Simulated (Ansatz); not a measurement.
Basis-set series for GaH4SbSe (`[GaH2][SbH][SeH]`). The species carries charge 0 and has multiplicity 1. Sb takes the def2 core potential. The structure was optimised at the PBE0-D4/def2-TZVP level. It is one conformer, not always the lowest.

```csv
functional,basis,functions,energy (Eh),HOMO (eV),LUMO (eV)
PBE0-D4,def2-TZVPP,202,-4568.55838,-6.77,-2.11
PBE0-D4,def2-QZVPP,380,-4568.65473,-6.78,-2.13
ωB97M-V,def2-TZVPP,202,-4568.79223,-8.86,-0.42
ωB97M-V,def2-QZVPP,380,-4568.88614,-8.88,-0.52
```

Q: Give the rows for def2-SVP. (Estimate.)

A: Ansatz gave: 
```json
{"functional": "PBE0-D4", "basis": "def2-SVP", "functions": "110", "energy (Eh)": "-4568.00549", "HOMO (eV)": "-6.63", "LUMO (eV)": "-2.07"}
{"functional": "ωB97M-V", "basis": "def2-SVP", "functions": "110", "energy (Eh)": "-4568.23951", "HOMO (eV)": "-8.71", "LUMO (eV)": "-0.35"}
```

Scalar relativity is left out up to krypton.
